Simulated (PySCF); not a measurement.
PySCF 2.14 output of an unrestricted M06-L calculation on a single atom or ion in def2-TZVPPD with the def2 core potential (28 electrons), with scalar relativity through the core potential:

```
SCF conv_tol = 1e-09
number electrons alpha = 8  beta = 4
    Y. Zhao and D. G. Truhlar.,  J. Chem. Phys. 125, 194101 (2006)
    Y. Zhao and D. G. Truhlar.,  J. Chem. Phys. 125, 194101 (2006)
    Y. Zhao and D. G. Truhlar.,  Theor. Chem. Acc. 120, 215 (2008)
cycle= 1 E= -56.4117579624181  delta_E= -0.00549  |g|= 0.0177  |ddm|= 0.228
cycle= 2 E= -56.4119561885209  delta_E= -0.000198  |g|= 0.00919  |ddm|= 0.063
cycle= 3 E= -56.4119948002998  delta_E= -3.86e-05  |g|= 0.0011  |ddm|= 0.014
cycle= 4 E= -56.4119957156865  delta_E= -9.15e-07  |g|= 0.00012  |ddm|= 0.00375
cycle= 5 E= -56.4119957220717  delta_E= -6.39e-09  |g|= 1.13e-05  |ddm|= 0.000153
cycle= 6 E= -56.4119957221518  delta_E= -8.01e-11  |g|= 1.53e-06  |ddm|= 1.92e-05
converged SCF energy = -56.4119957221518  <S^2> = 6.0009673  2S+1 = 5.0003869
```

The run itself started from symmetry-adapted Hartree-Fock orbitals and held the occupation by maximum overlap, on a logarithmic radial grid, so the iterations belong to that start.

Q: Which element, charge and spin multiplicity is this?

A: Nb⁺ (niobium, charge +1), multiplicity 5; the state was [Kr] 4d3 5p1, one real determinant (an excited configuration).

⟨L²⟩ = 14.02 against 20 for a pure G term, so this real determinant mixes terms. Energies and moments cover only the electrons outside the core potential.
